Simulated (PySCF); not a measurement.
UHF on Rh³⁺ (rhodium, charge +3)

Configuration: [Kr] 4d6, high-spin 5D determinant. Calculation: PySCF 2.14, in aug-cc-pVDZ-PP with ECP28MDF; scalar relativity through the core potential.

| Quantity | Value |
| --- | --- |
| Total energy | -107.483979 hartree |
| One-electron energy | -172.4190 hartree |
| Hartree (Coulomb) energy | 74.7415 hartree |
| Exchange energy | -9.8065 hartree |
| ⟨S²⟩ | 6.0021 |
| ⟨L²⟩ | 6.021 |
| Sum of ⟨r⟩ | 16.76 bohr |
| Sum of ⟨r²⟩ | 23.13 bohr² |
| Traceless quadrupole moment −½Σ⟨3z² − r²⟩ along its main axis | 0.619 e·bohr² |
| Time after the integrals | 0.34 s of wall time on 1 thread of Neoverse-N1 (shared host) |

| shell | electrons | mean orbital energy (hartree) | spread (hartree) | rms radius, mean of both spins (bohr) |
| --- | --- | --- | --- | --- |
| 4s α | 1 | -5.19851 | 0 | 1.05 |
| 4s β | 1 | -4.89832 | 0 | 1.05 |
| 4p α | 3 | -3.84005 | 0.06693 | 1.15 |
| 4p β | 3 | -3.46827 | 0.04708 | 1.15 |
| 4d α | 5 | -1.78221 | 0.07632 | 1.47 |
| 4d β | 1 | -1.61619 | 0 | 1.47 |

Energies and moments cover only the electrons outside the core potential.
